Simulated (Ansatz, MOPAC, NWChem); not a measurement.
## InNH3 (SMILES [NH2][InH]): the zero-point energy at each level's own minimum, rung by rung

The runs start from one conformer, not always the lowest.

InNH3, doublet, SMILES `[NH2][InH]`. Each level relaxes the structure for itself.

Quantity: the zero-point energy at each level's own minimum, in kJ/mol. The values are calculated.

```
                                 level            kind  program  value (kJ/mol)
                                  MNDO  semi-empirical    MOPAC            79.6
                                   PM3  semi-empirical    MOPAC            81.4
                              PM6-D3H4  semi-empirical    MOPAC            75.5
                               PM6-DH+  semi-empirical    MOPAC            75.3
                            UHF/STO-3G    Hartree–Fock   Ansatz            91.3
                             UHF/3-21G    Hartree–Fock   Ansatz            82.9
UBP86-D3(BJ)/def2-SVP (core potential)             GGA   NWChem            72.0
        UPBE/def2-SVP (core potential)             GGA   Ansatz            72.7
UPBE0-D3(BJ)/def2-SVP (core potential)   global hybrid   NWChem            75.5
   UPBE0-D4/def2-TZVP (core potential)   global hybrid   Ansatz            75.9
```

All-electron rows without a relativistic Hamiltonian named are non-relativistic, while core potentials hold scalar relativity, so basis and relativity change together. Harmonic and unscaled. The values span 72.0 to 91.3 kJ/mol.
